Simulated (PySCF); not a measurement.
Zr⁺: ionisation energy

Zr⁺ [Kr] 4d2 5s1 (4F) → Zr²⁺ [Kr] 4d2 (3F), as a difference of total energies. Calculation: PySCF 2.14, in x2c-SVPall (6s5p5d1f, 53 functions); scalar relativity by spin-free X2C-1e. Correlated levels: valence: [Kr] frozen. The calculations carry no spin-orbit coupling.

```tsv
method	ionisation energy (eV)
UHF	12.275
B3LYP	13.235
PBE	13.302
MP2 (valence)	12.429
SCS-MP2 (valence)	12.326
```

Q: How much does correlation contribute at MP2 (valence)?

A: 12.429 − (12.275) = 0.154 eV, measured against UHF.

The reference lies between the lowest fine-structure levels, while these numbers refer to the centres of the terms.

Errors of the correlated levels include the incompleteness of this basis and the frozen core.

For comparison: 13.13 eV (measured; NIST Atomic Spectra Database, ionization energies).
